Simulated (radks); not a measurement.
Results of a calculation; reference values are marked as such.
Ionisation of S3+, [Ne] 3s2 3p1, to S4+, [Ne] 3s2, under several functionals. Scalar-relativistic Kohn-Sham, spin-polarised, spherical densities, finite nucleus; open shells are filled with parallel spins first; a radial shooting solver on a logarithmic mesh with Libxc functionals.

functional                                      E(S3+) (hartree)  Exc (hartree)  IE (eV)  -e(HOMO) (eV)  <r> HOMO (bohr)  IE error (eV)
PBEsol                                                -395.92233      -23.71482   47.165         40.944            1.657         -0.057
OLYP                                                  -396.75470      -24.58836   47.154         41.006            1.659         -0.068
PW91                                                  -396.71247      -24.52897   47.304         41.072            1.657         +0.082
RPBE                                                  -396.69971      -24.51570   47.158         40.977            1.661         -0.064
MS2 meta-GGA                                          -396.71818      -24.53960   47.038         40.994            1.661         -0.184
Wu-Cohen GGA                                          -396.29616      -24.10196   47.240         41.003            1.654         +0.018
LDA (Slater exchange, Perdew-Wang correlation)        -395.33127      -23.10413   47.323         41.024            1.653         +0.101

NIST Atomic Spectra Database: 47.22 eV (semi-empirical). Closest: Wu-Cohen GGA. The Delta-SCF values span 0.29 eV, the total energies 1.42 hartree. The highest occupied level is 3p. Open shells are spherical and high-spin; term and fine-structure splittings are not resolved.
